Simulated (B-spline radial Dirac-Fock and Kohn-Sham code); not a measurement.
## Zn 3p1/2: cross section and angular parameters

System: the free zinc atom, [Ar] 3d10 4s2; threshold 91.40 eV (tabulated edge). Model: Dirac-Hartree-Slater photoionisation with a Latter tail; cross sections with all multipoles, angular parameters from the dipole term and its interference with E2. Program: an atomic code on a B-spline grid.

```csv
hν (eV),σ (kb),β,γ,δ
100,204,1.002,-0.018,0.027
101,197,0.946,-0.028,0.028
111,145,0.032,-0.138,0.054
124,139,-0.553,-0.159,0.076
134,154,-0.391,-0.082,0.073
192,232,0.824,0.181,0.026
200,?,?,?,?
206,236,0.965,0.186,0.020
303,204,1.395,0.086,0.002
350,179,1.476,0.039,0.000
400,153,1.530,0.006,-0.001
800,50.4,1.615,0.036,0.004
1486.9,13.2,1.535,0.296,0.013
1660,10.1,1.511,0.357,0.016
2120,5.48,1.447,0.503,0.024
4000,0.967,1.229,0.908,0.062
5180,0.453,1.125,1.074,0.086
6380,0.240,1.036,1.205,0.112
6520,0.225,1.027,1.219,0.114
8360,0.103,0.918,1.367,0.152
9220,0.0751,0.875,1.422,0.169
9251.7,0.0743,0.874,1.424,0.170
10000,0.0577,0.840,1.467,0.184
12200,0.0300,0.754,1.573,0.225
15000,0.0150,0.667,1.677,0.274
```

Q: Give the values at 200 eV.

A: σ = 235 kb, β = 0.909, γ = 0.185, δ = 0.022.

Values without a named source are computed, but for edge energies of neutral atoms, which are taken from tables.
